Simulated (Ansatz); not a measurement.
Ga₁₀P₁₀H₂₈, a nanocrystal cut from zinc blende GaP (hydrogen-capped), relaxed as a singlet with RKS PBE-D4/def2-SVP in Ansatz, starting from the GFN2-xTB geometry. Force threshold 0.03 eV/Å.

Single mean-field runs in def2-SVP are fitted with def2-universal-jkfit.

Start:

```xyz
48

Ga    2.7412   -0.4002   -3.6572
Ga    4.0883    0.3835    2.4039
Ga   -0.1902    2.5602    2.8909
Ga   -1.4288    0.5179   -3.8714
Ga   -2.9800    2.3903   -0.2556
Ga    0.6365    0.7813   -0.4408
Ga    1.7000   -2.9247   -0.0130
Ga   -0.1104   -1.2407    2.7326
Ga   -2.4325   -1.6548   -0.2443
Ga   -3.6255   -0.2706    2.9459
P     2.9865    0.9625    0.2709
P     0.7496    0.7965   -2.9123
P     2.5844   -2.3555   -2.2294
P    -0.6899    2.5845    0.4829
P     2.2037   -0.7568    3.4192
P    -1.4352    0.5883    3.4896
P    -2.7858    2.2159   -2.7288
P    -2.3082   -1.4600   -2.7586
P    -3.6808    0.2370    0.5507
P    -0.1162   -1.3796    0.3250
H     2.5207   -0.8591   -5.1277
H     3.9480    0.5011   -3.2592
H     5.2047   -0.6313    2.0196
H     4.3852    1.7016    3.1680
H    -0.7987    3.8509    3.4962
H     1.3536    2.2383    2.9614
H    -1.5675    0.5415   -5.4285
H    -3.9178    3.5899    0.0914
H     2.8223   -2.5169    1.0048
H     1.1423   -4.3695   -0.1087
H    -0.4986   -2.6446    3.3139
H    -3.0316   -3.0582    0.0842
H    -4.7421    0.5429    3.6530
H    -3.5511   -1.8323    3.0122
H     3.4701    2.1111   -0.3437
H     3.5537    0.0808   -0.6492
H     1.0020    2.1406   -3.1775
H     3.8138   -2.9907   -2.2899
H     1.9510   -3.2654   -3.0639
H    -0.1644    3.7088   -0.1470
H     2.0481   -0.1842    4.6740
H     2.6561   -1.9825    3.8818
H    -1.2901    0.4217    4.8598
H    -2.3786    3.4653   -3.1738
H    -4.0448    2.2686   -3.3062
H    -3.4004   -1.9520   -3.4570
H    -1.4350   -2.4731   -3.1328
H    -4.9579    0.0218    0.0445
```

Estimate the energy that the relaxation releases and the steps that it takes.

0.84 eV, in 16 steps; 1.7 min on 5 threads of AMD EPYC 7R13 on a shared host and a share (37 GiB) of an NVIDIA H100 80GB HBM3. The force fell under the threshold at step 12, but the optimiser went on and released 0.002 eV more. No frequencies were taken in this run, so the end may be a saddle point.

Does the start keep its bonding?

By distances, no bond broke or formed. The bond that changes most is Ga6–P12, from 2.47 to 2.38 Å (atoms count from 1).

Predict the relaxed structure.


Cartesian coordinates in Å:
```
Ga 2.625 -0.528 -3.691
Ga 3.975 0.508 2.484
Ga -0.271 2.533 2.935
Ga -1.258 0.510 -3.770
Ga -2.904 2.190 -0.218
Ga 0.708 0.797 -0.368
Ga 1.864 -2.852 -0.117
Ga -0.049 -1.374 2.748
Ga -2.120 -1.819 -0.319
Ga -3.704 0.081 2.892
P 2.960 1.163 0.362
P 0.847 0.827 -2.746
P 2.108 -2.590 -2.529
P -0.672 2.475 0.528
P 2.202 -0.819 3.476
P -1.376 0.457 3.425
P -2.673 2.096 -2.644
P -2.058 -1.506 -2.742
P -3.452 -0.006 0.458
P 0.076 -1.329 0.364
H 2.363 -0.704 -5.237
H 3.984 -0.011 -3.069
H 5.143 -0.479 2.102
H 4.115 1.833 3.322
H -1.017 3.777 3.553
H 1.298 2.306 3.058
H -1.371 0.543 -5.338
H -3.938 3.323 0.133
H 3.168 -2.170 0.482
H 1.449 -4.347 0.166
H -0.429 -2.805 3.292
H -2.701 -3.251 -0.026
H -4.540 1.391 3.181
H -4.107 -1.367 3.378
H 3.196 2.556 0.142
H 3.751 0.649 -0.713
H 1.158 2.184 -3.087
H 3.095 -3.528 -2.972
H 0.986 -3.198 -3.178
H -0.209 3.693 -0.070
H 2.039 -0.329 4.810
H 2.806 -2.074 3.805
H -1.331 0.359 4.855
H -2.296 3.384 -3.142
H -3.973 2.033 -3.241
H -3.346 -1.769 -3.306
H -1.353 -2.587 -3.359
H -4.767 -0.225 -0.070
```
Bond lengths (bridged metal pairs left out): 26 × Ga–P 2.34 to 2.45 Å; 14 × H–P 1.43 Å; 14 × Ga–H 1.57 to 1.59 Å.
